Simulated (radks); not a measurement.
The numbers below are computed, except where a source is named.
Ionisation of the ruthenium ion Ru3+, [Kr] 4d5, to [Kr] 4d4 as the strength of local exchange is varied. Code: a radial shooting solver on a logarithmic mesh with Libxc functionals. Model: non-relativistic Kohn-Sham, Slater X-alpha exchange (alpha = 2/3 is LDA exchange), no correlation, spin-polarised, spherical densities, point nucleus; open shells are filled with parallel spins first (spin-orbit coupling, left out, can overturn this in heavy ions); relativity is left out, which matters for an element this heavy.

alpha  E(Ru3+) (hartree)  exchange (hartree)  IE (eV)  -e of the level emptied (eV)  <r> of it (bohr)
0.607        -4422.25006          -110.45332   43.872                   36.831 (4d)             1.449
0.665        -4432.81602          -121.28100   45.271                   38.157 (4d)             1.431
0.667        -4433.18079          -121.65522   45.319                   38.203 (4d)             1.430
0.691        -4437.56023          -126.15021   45.906                   38.760 (4d)             1.423
0.814        -4460.06894          -149.31458   48.979                   41.689 (4d)             1.388
0.91         -4477.71112          -167.54213   51.456                   44.059 (4d)             1.362
0.926        -4480.65782          -170.59266   51.876                   44.461 (4d)             1.358
0.994        -4493.20148          -183.59750   53.680                   46.192 (4d)             1.341

NIST Atomic Spectra Database: 45 +/- 1.7 eV (theoretical). The Delta-SCF value meets it near alpha = 0.65. Relativity is left out here, which matters for elements this heavy. Open shells are spherical and high-spin; term and fine-structure splittings are not resolved.
